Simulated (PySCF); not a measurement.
H$_{5}$O$_{7}$Si$_{2}$ (SMILES [O][Si](O)(O)O[Si](O)(O)O), doublet, geometry from GFN2-xTB; CAMB3LYP/STO-3G run with PySCF.

Here is a job for PySCF.
```python
from pyscf import gto, scf, dft

mol = gto.Mole()
mol.atom = '''
    O    -1.38566584    0.78660913    1.19374284
    Si   -1.44979382   -0.46813140    0.23735113
    O    -2.72428454   -0.73770735   -0.72031402
    O    -1.04288332   -1.88133176    0.90580808
    O    -0.20484634    0.13436120   -0.66872121
    Si    1.34533370    0.49601259   -0.26815213
    O     1.34062698    1.40711970    1.06276785
    O     2.23515150   -0.84507062   -0.08154727
    O     1.86220299    1.25294659   -1.59312161
    H    -3.07490152   -0.01432190   -1.23243207
    H    -1.44040589   -2.67660478    0.55969025
    H     0.48367677    1.57776362    1.46573652
    H     2.06165158   -1.42767514    0.65418423
    H     2.79000916    1.21508668   -1.80488245
'''
mol.basis = 'sto-3g'
mol.spin = 1
mol.verbose = 4
mol.build()

mf = dft.UKS(mol)
mf.xc = 'camb3lyp'
mf.kernel()
```

Output, abridged:

```
PySCF version 2.14.0

[INPUT] verbose = 4
[INPUT] num. atoms = 14
[INPUT] num. electrons = 89
[INPUT] charge = 0
[INPUT] spin (= nelec alpha-beta = 2S) = 1
[INPUT] symmetry False subgroup None
[INPUT] Mole.unit = angstrom
[INPUT] Symbol           X                Y                Z      unit          X                Y                Z       unit  Magmom
[INPUT]  1 O     -1.385665840000   0.786609130000   1.193742840000 AA   -2.618528937765   1.486475822782   2.255847030760 Bohr   0.0
[INPUT]  2 Si    -1.449793820000  -0.468131400000   0.237351130000 AA   -2.739713256887  -0.884640136309   0.448528631056 Bohr   0.0
[INPUT]  3 O     -2.724284540000  -0.737707350000  -0.720314020000 AA   -5.148151665987  -1.394064851579  -1.361196221484 Bohr   0.0
[INPUT]  4 O     -1.042883320000  -1.881331760000   0.905808080000 AA   -1.970763854677  -3.555201775846   1.711729192618 Bohr   0.0
[INPUT]  5 O     -0.204846340000   0.134361200000  -0.668721210000 AA   -0.387103480220   0.253905869768  -1.263699940588 Bohr   0.0
[INPUT]  6 Si     1.345333700000   0.496012590000  -0.268152130000 AA    2.542312239148   0.937327949436  -0.506734085419 Bohr   0.0
[INPUT]  7 O      1.340626980000   1.407119700000   1.062767850000 AA    2.533417827403   2.659070857480   2.008340170493 Bohr   0.0
[INPUT]  8 O      2.235151500000  -0.845070620000  -0.081547270000 AA    4.223824181911  -1.596952027716  -0.154102006506 Bohr   0.0
[INPUT]  9 O      1.862202990000   1.252946590000  -1.593121610000 AA    3.519053639446   2.367725903808  -3.010563526026 Bohr   0.0
[INPUT] 10 H     -3.074901520000  -0.014321900000  -1.232432070000 AA   -5.810721732809  -0.027064468583  -2.328959079431 Bohr   0.0
[INPUT] 11 H     -1.440405890000  -2.676604780000   0.559690250000 AA   -2.721972640310  -5.058049977902   1.057661287089 Bohr   0.0
[INPUT] 12 H      0.483676770000   1.577763620000   1.465736520000 AA    0.914016628114   2.981541131102   2.769840593573 Bohr   0.0
[INPUT] 13 H      2.061651580000  -1.427675140000   0.654184230000 AA    3.895956850477  -2.697915009450   1.236229029709 Bohr   0.0
[INPUT] 14 H      2.790009160000   1.215086680000  -1.804882450000 AA    5.272353197428   2.296181042807  -3.410733517534 Bohr   0.0

nuclear repulsion = 736.181647528553
number of shells = 36
number of NR pGTOs = 174
number of NR cGTOs = 58
basis = sto-3g
ecp = {}

******** <class 'pyscf.dft.uks.UKS'> ********
method = UKS
initial guess = minao
damping factor = 0
level_shift factor = 0
DIIS = <class 'pyscf.scf.diis.CDIIS'>
diis_start_cycle = 1
diis_space = 8
diis_damp = 0
SCF conv_tol = 1e-09
SCF conv_tol_grad = None
SCF max_cycles = 50
direct_scf = True
direct_scf_tol = 1e-13
number electrons alpha = 45  beta = 44
XC library pyscf.dft.libxc version 7.1.2
    S. Lehtola, C. Steigemann, M. J. T. Oliveira, and M. A. L. Marques,  SoftwareX 7, 1–5 (2018)
XC functionals = camb3lyp
    T. Yanai, D. P. Tew, and N. C. Handy,  Chem. Phys. Lett. 393, 51 (2004)
radial grids:
    Treutler-Ahlrichs [JCP 102, 346 (1995); DOI:10.1063/1.469408] (M4) radial grids

becke partition: Becke, JCP 88, 2547 (1988); DOI:10.1063/1.454033
pruning grids: <function nwchem_prune>
grids dens level: 3
symmetrized grids: False
atomic radii adjust function: <function treutler_atomic_radii_adjust>
small_rho_cutoff = 0
Set gradient conv threshold to 3.16228e-05
tot grids = 185976
init E= -1095.88424896503

cycle= 1 E= -1093.83239660723  delta_E= 2.05  |g|= 0.768  |ddm|= 3.53
cycle= 2 E= -1094.16208815906  delta_E= -0.33  |g|= 0.399  |ddm|= 1.71
cycle= 3 E= -1094.26015990859  delta_E= -0.0981  |g|= 0.0424  |ddm|= 0.576
cycle= 4 E= -1094.26154115924  delta_E= -0.00138  |g|= 0.0158  |ddm|= 0.0972
cycle= 5 E= -1094.26191394719  delta_E= -0.000373  |g|= 0.00888  |ddm|= 0.0439
cycle= 6 E= -1094.26200924988  delta_E= -9.53e-05  |g|= 0.00345  |ddm|= 0.0201
cycle= 7 E= -1094.2620565676  delta_E= -4.73e-05  |g|= 0.00194  |ddm|= 0.0189
cycle= 8 E= -1094.262069635  delta_E= -1.31e-05  |g|= 0.000799  |ddm|= 0.0112
cycle= 9 E= -1094.26207287093  delta_E= -3.24e-06  |g|= 0.000592  |ddm|= 0.00417
cycle= 10 E= -1094.2620760608  delta_E= -3.19e-06  |g|= 0.000475  |ddm|= 0.00471
cycle= 11 E= -1094.26207985242  delta_E= -3.79e-06  |g|= 0.000371  |ddm|= 0.00694
cycle= 12 E= -1094.26208264468  delta_E= -2.79e-06  |g|= 0.000284  |ddm|= 0.00684
cycle= 13 E= -1094.26208475646  delta_E= -2.11e-06  |g|= 0.000197  |ddm|= 0.00741
cycle= 14 E= -1094.26208583582  delta_E= -1.08e-06  |g|= 0.000119  |ddm|= 0.00645
cycle= 15 E= -1094.26208612313  delta_E= -2.87e-07  |g|= 4.33e-05  |ddm|= 0.00421
cycle= 16 E= -1094.26208613789  delta_E= -1.48e-08  |g|= 2.78e-05  |ddm|= 0.000788
cycle= 17 E= -1094.26208613934  delta_E= -1.45e-09  |g|= 1.06e-05  |ddm|= 0.000297
cycle= 18 E= -1094.26208613957  delta_E= -2.32e-10  |g|= 2.65e-06  |ddm|= 5.96e-05
Extra cycle  E= -1094.26208613958  delta_E= -9.55e-12  |g|= 1.55e-06  |ddm|= 8.67e-06
converged SCF energy = -1094.26208613958  <S^2> = 0.75320654  2S+1 = 2.003204
```
